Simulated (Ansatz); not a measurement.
Ligand exchange: C4H11B + KSH → C3H9BS + CH3K

Gas-phase species: C4H11B `CBC(C)C`, singlet; KSH `[SH][K]`, singlet; C3H9BS `CC(C)BS`, singlet; CH3K `[CH3][K]`, singlet. The partners trade CH3 for SH: B–CH3 and K–SH bonds give way to B–SH and K–CH3.

Shapes, held fixed at every level: PBE0-D4/def2-TZVP. Flexible molecules stand in one conformer, not always the lowest. Programs: Ansatz 0.2.0. The zero-point and thermal change to 298 K, harmonic and unscaled (PBE0-D4/def2-TZVP), is -2.9 kJ/mol.

```csv
level,kind,ΔH(298 K) (kJ/mol),less CCSD(T)/def2-TZVPP
SPW92/def2-TZVPP,LDA,+109.5,-12.4
PBE0-D4/def2-TZVPP,global hybrid,+125.3,+3.4
wB97X-V/def2-TZVPP,range-separated hybrid,+135.1,+13.2
B2PLYP/def2-TZVPP,double hybrid,+122.8,+0.9
MP2/def2-TZVPP,perturbation theory,+121.9,0.0
CCSD(T)/def2-SVP,coupled cluster or CI,+109.5,-12.4
CCSD/def2-SVP,coupled cluster or CI,+117.0,-4.9
CCSD(T)/def2-TZVPP,coupled cluster or CI,+121.9,0.0
```

The highest level, CCSD(T)/def2-TZVPP, gives ΔH(298 K) = +121.9 kJ/mol; the levels span +109.5 to +135.1. The column of differences is taken from that level and isn't an error. No measured value is set beside it here. Outer-core shells of K are correlated, in sets that cover them unevenly.
